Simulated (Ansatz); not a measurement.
Geometry optimisation, Ansatz, RKS B3LYP/def2-SVP.

The input (input.yaml):

```yaml
crystal:
  periodic: [false, false, false]
  atoms:
    - { symbol: "N", position_ang: [-1.5653, -0.8123, -0.2497] }
    - { symbol: Ge, position_ang: [0.169, -0.3084, 0.0028] }
    - { symbol: O, position_ang: [1.1889, -1.6217, 0.5917] }
    - { symbol: C, position_ang: [0.7722, 1.5524, 0.1523] }
    - { symbol: O, position_ang: [0.1955, 1.0092, 1.2755] }
    - { symbol: H, position_ang: [-2.0506, 0.0335, -0.7956] }
    - { symbol: H, position_ang: [-1.5908, -1.5963, -0.8899] }
    - { symbol: H, position_ang: [1.1609, -2.3278, -0.0718] }
    - { symbol: H, position_ang: [0.0116, 2.2932, -0.2649] }
    - { symbol: H, position_ang: [1.7918, 1.727, 0.2528] }
basis:
  gaussian: { orbitals: def2-SVP }
hamiltonian:
  xc: b3lyp
relax:
  f_tol: 0.02
  max_steps: 50
```

Launched with:

```bash
$ ansatz run input.yaml --threads 2 --pin off --max-ram 3072MiB --backend cpu --events-out ev --progress --plain --runs-dir out
```

Where does it end, and by what steps?

The forces met the threshold. After 34 steps the energy has fallen by 0.767 eV; H8 moved furthest, 1.01 Å.

```tsv
step	energy less start (eV)	largest force component (eV/Å)	accepted
0	0.0000	3.571	yes
2	-0.5512	1.100	yes
4	-0.6069	0.105	yes
6	-0.6120	0.138	yes
8	-0.6169	0.147	yes
10	-0.6398	0.322	yes
12	-0.6820	0.549	yes
14	-0.6968	1.561	no
16	-0.7332	0.149	yes
18	-0.7374	0.309	yes
20	-0.7395	0.473	no
22	-0.7460	0.113	yes
24	-0.7494	0.052	yes
26	-0.7605	0.088	yes
28	-0.7635	0.080	yes
30	-0.7650	0.046	yes
32	-0.7662	0.048	yes
34	-0.7667	0.019	yes
```

```xyz
10
Properties=species:S:1:pos:R:3
N -1.709 -0.696 -0.360
Ge 0.020 -0.261 -0.052
O 0.922 -1.789 -0.039
C 0.782 1.471 0.136
O 0.443 0.783 1.384
H -2.207 -0.130 -1.042
H -1.869 -1.688 -0.525
H 1.650 -1.754 0.599
H 0.191 2.377 -0.070
H 1.859 1.636 -0.028
```

The run took 86 s on 2 threads of Intel(R) Xeon(R) Platinum 8488C (Sapphire Rapids) (shared host), peak memory 0.29 GiB.
